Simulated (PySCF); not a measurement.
Mg(NH2)(SH) (H3MgNS), SMILES [NH2][Mg][SH]. Atoms are numbered in the order given.

```xyz
6

Mg     0.0098     0.5528     0.0000
N     -0.0087     2.4360     0.0000
H     -0.0167     3.0337     0.8140
H     -0.0167     3.0337    -0.8140
S      0.0775    -1.7435     0.0000
H     -1.2635    -1.8574     0.0000
```

The structure is a stationary point at B3LYP-D3(BJ)/def2-TZVP. The values are those of a single conformer.

Level of theory: PBE0/pcJ-1 in PySCF.

Isotropic couplings with Fermi-contact, spin-dipole and both spin-orbit terms, one fixed conformer, no vibrational averaging. Isotopes: 14N, 1H.

| pair | bonds apart | J (Hz) |
|---|---|---|
| N2–H3 | 1 | ? |
| N2–H4 | 1 | ? |
| H3–H4 | 2 | -9.5 |
| H3–H6 | 4 | ? |
| H4–H6 | 4 | ? |

Question: Fill in the missing entries. (An estimate is asked for; the answer gives what the named calculation found.)

Answer: 
- N2–H3, J (Hz): 48.7
- N2–H4, J (Hz): 48.7
- H3–H6, J (Hz): -0.6
- H4–H6, J (Hz): -0.6
